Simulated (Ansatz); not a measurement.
Born–Oppenheimer molecular dynamics of CH4BO2 (8 atoms, charge -1, multiplicity 1). It starts from a relaxed structure.

Level of theory: RKS PBE0-D4/def2-SVP (Ansatz 0.2.0).

```yaml
ensemble: NVT, Nosé–Hoover chain
time_step: 0.5 fs
steps_asked: 150
set_temperature: 700 K
thermostat: time constant 100 fs, chain length 3 (defaults)
seed: 500095
```

First frame:

```xyz
8
Properties=species:S:1:pos:R:3
C -0.926 -0.185 -0.447
O -0.285 0.098 0.727
B 1.162 0.268 0.761
O 1.828 0.533 1.809
H -1.682 0.589 -0.718
H -0.225 -0.260 -1.308
H -1.485 -1.150 -0.405
H 1.614 0.107 -0.419
```

Question: How far do the bonds stretch over the last three quarters of this one trajectory? (Pairs bonded in most of those frames.)

Answer: 
```json
{"bond": "C1–O2", "mean (Å)": "1.371", "spread (Å)": "0.018", "shortest": "1.34", "longest": "1.40"}
{"bond": "C1–H5", "mean (Å)": "1.120", "spread (Å)": "0.014", "shortest": "1.10", "longest": "1.14"}
{"bond": "C1–H6", "mean (Å)": "1.123", "spread (Å)": "0.041", "shortest": "1.06", "longest": "1.18"}
{"bond": "C1–H7", "mean (Å)": "1.117", "spread (Å)": "0.018", "shortest": "1.09", "longest": "1.15"}
{"bond": "O2–B3", "mean (Å)": "1.489", "spread (Å)": "0.056", "shortest": "1.38", "longest": "1.55"}
{"bond": "B3–O4", "mean (Å)": "1.272", "spread (Å)": "0.021", "shortest": "1.23", "longest": "1.31"}
{"bond": "B3–H8", "mean (Å)": "1.280", "spread (Å)": "0.064", "shortest": "1.18", "longest": "1.39"}
```

Mean temperature of the second half: 372 K. The conserved energy stayed within 0.34 meV per atom of its start (net change 0.3 meV per atom), so the integration is sound. The mean temperature of the second half is 47 % below the set value. A run of 0.075 ps of so small a system gives no equilibrium averages. Limits of this set-up: an anion without diffuse functions, the dipole of an ion depends on the origin.

The run took 4.1 min on 1 thread of Arm Neoverse V1 (shared host), peak memory 0.12 GiB.
